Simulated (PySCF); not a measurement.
C8H8Cl (doublet state).
Cartesian coordinates in Å at the GFN2-xTB level; atoms count from 1:
```
atom  x, y, z in Å
Cl1    5.6163    0.5891   -0.1345
C2     3.9553    0.5426    0.2837
C3     3.0210    0.0108   -0.5385
C4     1.6843   -0.0343   -0.2266
C5     0.4757   -0.0841    0.0235
C6    -0.8303   -0.1344    0.2891
C7    -2.0190   -0.6380   -0.4735
C8    -2.9161   -0.1486    0.6787
C9    -1.6665    0.3177    1.4482
H10    3.7209    0.9682    1.2457
H11    3.3185   -0.4040   -1.4940
H12   -2.0227   -1.7175   -0.6361
H13   -2.1822   -0.1502   -1.4361
H14   -3.4861   -0.9316    1.1729
H15   -3.5902    0.6583    0.4012
H16   -1.6158    1.3873    1.6580
H17   -1.4701   -0.2193    2.3778
```

The hyperfine couplings belong to this conformer and change with its torsions.

Identity: `Cl/C=C/C#C[C]1CCC1` [radical].

Computed with UKS B3LYP, pcH-1 on C Cl H, non-relativistic, mean-field spin-orbit, GIAO in PySCF 2.14.0. Geometry: GFN2-xTB; no solvent, vibrations or thermal averaging. Couplings are sensitive to structure, and on GFN2-xTB geometries they can be far from those on DFT ones. Stability of the SCF solution: not tested. ⟨S²⟩ is 0.789 where a pure state has 0.75.

(1) Predict the first-order ENDOR lines of H16/H17, H12/H13, H10, H11 and H14/H15 under fast tumbling at B = 338.4 mT (X band).

(2) Which pairs are centred on the nuclear Larmor frequency, and which on half the coupling?

(3) At what field would the lower line of H11 fall to zero frequency?

Results:

(1) ν± = |νn ± a/2|, one line for each electron-spin manifold; νn = |g_N| × 7.62259 MHz/T × B.

| nuclei | isotope | g_N | νn (MHz) | a_iso (MHz) | lower line (MHz) | upper line (MHz) |
| --- | --- | --- | --- | --- | --- | --- |
| H16/H17 | 1H | 5.5857 | 14.41 | 64.19 | 17.69 | 46.51 |
| H12/H13 | 1H | 5.5857 | 14.41 | 64.11 | 17.65 | 46.46 |
| H10 | 1H | 5.5857 | 14.41 | -27.64 | 0.59 | 28.23 |
| H11 | 1H | 5.5857 | 14.41 | 14.32 | 7.25 | 21.57 |
| H14/H15 | 1H | 5.5857 | 14.41 | -2.40 | 13.21 | 15.61 |

(2) Centred on νn, since |a| < 2νn: H10, H11 and H14/H15. Centred on |a|/2 and split by 2νn: H16/H17 and H12/H13.

(3) Where νn = |a|/2, that is B = 7.16 MHz/(5.5857 × 7.62259 MHz/T) = 168 mT, as far as first order holds there.

Couplings of abundant isotopes left out: Cl1 (2.6 MHz).

Class means assume fast exchange of nuclei equivalent by connectivity; if that motion is slow, each nucleus keeps its own coupling. C7 and C9, with what hangs on them, aren't averaged: C6 is flat or nearly so (angle sum 360°), and its turn about the short C6–C5 bond (1.33 Å) is taken as slow.

On an Arm Neoverse V1 with one thread, shared host with 32 logical CPUs at a one-minute load of 22, this took 2.2 min of wall time (with the writing of density and orbital grids) and 1.1 GiB of memory at its peak.
